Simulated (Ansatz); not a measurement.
Os3⁻, relaxed as a quartet with UKS PBE-D4/def2-TZVPD in Ansatz, starting from the PBE-D4/def2-TZVPD geometry of the charge -1 doublet. Force threshold 0.02 eV/Å.

In the def2 sets Os takes a core potential; there is no spin–orbit coupling. The charge -1 quartet is spin-contaminated (final ⟨S²⟩ up to 4.26, 3.75 for a pure state). The highest occupied level of the charge -1 quartet lies above zero (up to 0.25 eV). The electron is either unbound and held by the finite basis, or the level is raised by self-interaction error. At PBE-D4/def2-TZVPD a sextet of charge -1 lies 0.08 eV below the quartet, each at its own geometry. The structure comes from a short search, and lower isomers may exist.

Start:

Cartesian coordinates in Å:
```
Os -0.088 0.316 -1.288
Os -1.112 0.065 0.723
Os 1.200 -0.382 0.565
```

| step | energy (eV) | largest force component (eV/Å) | SCF passes |
| --- | --- | --- | --- |
| 1 | -7405.8203 | 0.242 | 73 |
| 2 | -7405.8226 | 0.101 | 43 |
| 3 | -7405.8228 | 0.009 | 45 |
| 4 | -7405.8228 | 0.005 | 41 |
| 5 | -7405.8228 | 0.011 | 42 |
| 6 (rejected) | -7405.1025 | 6.669 | 121 |
| 7 | -7405.8229 | 0.097 | 51 |
| 8 | -7405.8231 | 0.104 | 43 |
| 9 | -7405.8288 | 0.219 | 65 |
| 10 (rejected) | -7405.8275 | 0.179 | 52 |
| 11 | -7405.8308 | 0.072 | 49 |
| 12 | -7405.8311 | 0.005 | 43 |
| 13 | -7405.8311 | 0.007 | 41 |

Force components are those of the run's own axes.

End:

```xyz
3

Os   -0.1105    0.3307   -1.3296
Os   -1.0622    0.0543    0.7255
Os    1.1726   -0.3850    0.6040
```

By distances, no bond broke or formed. The bond that changes most is Os2–Os3, from 2.36 to 2.28 Å (atoms count from 1).

The force fell under the threshold at step 3, but the optimiser went on and released 0.008 eV more. No frequencies were taken in this run, so the end may be a saddle point.

Run time 28 s (4 threads of AMD EPYC 7B13 on a shared host).
